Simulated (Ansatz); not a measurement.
Molecule: boron oxyfluoride, BOF (charge 0, singlet). SMILES: O=BF
Geometry from a B3LYP-D3(BJ)/def2-TZVP (Ansatz, a first-principles code) optimisation:
```xyz
3

F      0.0000     0.0000    -1.1989
B      0.0000     0.0000     0.0871
O      0.0000     0.0000     1.2943
```
Charge 0, spin multiplicity 1.

HF/3-21G beside other levels, property by property. Terms: non-relativistic; atomisation electronic, to ground-state atoms; dispersion terms only where a functional's name holds one; 6-311+G** with 5d; valence correlation only; open shells spin-unrestricted; spin-orbit terms left out. CBS(X,Y): correlation extrapolated as X^-3; Hartree-Fock from the larger set. First-principles rows: single points at B3LYP-D3(BJ) geometries (Ansatz), with unscaled harmonic terms from B3LYP/6-31G* at its own minima, enthalpies of formation by atomisation with measured atoms. A UHF reference is markedly spin-contaminated in at least one set, which strains HF and MP2.

Measured values: CRC Handbook, as tabulated in the package chemicals; they hold spin-orbit and core effects, anharmonicity. For O=BF (enthalpy of formation at 298 K) the tabulated value and CCSD(T)/CBS(aug-cc-pVTZ,aug-cc-pVQZ) (Ansatz) part by 7.7 kcal/mol: another conformer or state, missing terms or a fault of the table's entry are possible. Coupled cluster (Ansatz) is a level with limits of its own, used here on species with T1 under 0.025 (0.045 for open shells) and stable references: CCSD(T)/CBS(aug-cc-pVTZ,aug-cc-pVQZ).

```csv
property,HF/3-21G (Ansatz),B3LYP/6-311+G** (Ansatz),PBE/def2-TZVPD (Ansatz),PBE0/def2-TZVPD (Ansatz),to compare with
atomisation energy (kcal/mol),222.2,350.3,371.6,354.9,357.0 coupled cluster
enthalpy of formation at 298 K (kcal/mol),-2.6,-130.7,-151.9,-135.2,-145.1 measured
"B-F bond dissociation enthalpy at 298 K, to F atom + [B]=O (kcal/mol)",109.0,155.9,163.0,158.0,160.9 coupled cluster
```

As the rows show:
- atomisation energy: HF/3-21G lies 134.8 kcal/mol below coupled cluster.
- enthalpy of formation at 298 K: HF/3-21G lies 142.5 kcal/mol above the measured value.
- B-F bond dissociation enthalpy at 298 K, to F atom + [B]=O: HF/3-21G lies 51.9 kcal/mol below coupled cluster.

The properties are those with a value to compare with, at most eight drawn at random. No case is left out for the size of its miss. Left out are saddle points of the reference geometry, anions that the best level run finds unbound, excited spin states, species near biochemistry, cases with under five habitual levels, runs that failed or whose electronic state is in doubt, and table entries that another table contradicts.
